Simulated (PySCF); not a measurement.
# Working out the ionisation energy of Xe²⁺

Xe²⁺ [Kr] 4d10 5s2 5p4 (3P) → Xe³⁺ [Kr] 4d10 5s2 5p3 (4S). Calculation: PySCF 2.14, in x2c-SVPall (6s5p3d, 36 functions); the spin-free X2C one-electron Hamiltonian (Gaussian nucleus). Frozen: [Kr] 4d10. Energies in hartree (1 hartree = 27.21139 eV):

| part | Xe²⁺ (lower) | Xe³⁺ (upper) |
| --- | --- | --- |
| UHF | -7441.495039 | -7440.415535 |
| CCSD correlation | -0.061314 | -0.047607 |
| (T) | -0.000601 | -0.000316 |

Problem. What does Hartree-Fock give?

Solution. (-7440.415535) − (-7441.495039) = 1.079504 hartree = 29.375 eV.

Problem. What do CCSD and CCSD(T) give?

Solution. The CCSD correlation energies differ by 0.013707 hartree = 0.373 eV and the triples by 0.000285 hartree = 0.008 eV, so CCSD gives 29.748 eV and CCSD(T) 29.756 eV.

Reference: 31.05 ± 0.04 eV (semi-empirical (NIST evaluation); NIST Atomic Spectra Database, ionization energies), between the lowest levels; spin-orbit coupling is absent from the calculation.

A double-zeta basis recovers only part of the correlation energy.

What remains against the reference includes basis incompleteness, the frozen core and higher excitations.
